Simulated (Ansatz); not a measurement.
One change: `N[C](=O)[SnH3]` becomes `NC(=O)N[SiH3]`.

Ansatz, PBE0-D4/def2-TZVP geometries, multiplicity 1. Each molecule was computed in one conformer, which needn't be the lowest.

Elements past krypton have def2 core potentials.

```tsv
property	`N[C](=O)[SnH3]`
LUMO energy (B3LYP/def2-TZVPP) / eV	-0.35
size of the dipole moment (ωB97M-V/def2-TZVPP) / D	3.41
HOMO–LUMO gap (ωB97M-V/def2-TZVPP) / eV	10.57
HOMO–LUMO gap (B3LYP/def2-TZVPP) / eV	6.33
HOMO energy (ωB97M-V/def2-TZVPP) / eV	-9.10
LUMO energy (PBE/def2-TZVPP) / eV	-1.10
```

(1) Give the same properties after the change, and the shifts. (An estimate is asked.)

## Answers

(1) The calculation gave: 
| property | `NC(=O)N[SiH3]` | shift |
| --- | --- | --- |
| LUMO energy (B3LYP/def2-TZVPP) / eV | -0.07 | 0.28 |
| size of the dipole moment (ωB97M-V/def2-TZVPP) / D | 4.15 | 0.74 |
| HOMO–LUMO gap (ωB97M-V/def2-TZVPP) / eV | 11.88 | 1.31 |
| HOMO–LUMO gap (B3LYP/def2-TZVPP) / eV | 7.47 | 1.14 |
| HOMO energy (ωB97M-V/def2-TZVPP) / eV | -10.20 | -1.10 |
| LUMO energy (PBE/def2-TZVPP) / eV | -0.59 | 0.51 |

With PBE0 the HOMO falls by 0.92 eV and the LUMO rises by 0.34 eV, so the gap widens by about 1.26 eV. PBE moves the HOMO by -0.62 eV and ωB97M-V by -1.10 eV. Dipoles are sizes alone; their direction can turn.

B3LYP here is the variant with VWN-RPA as its local correlation; programs differ in this.
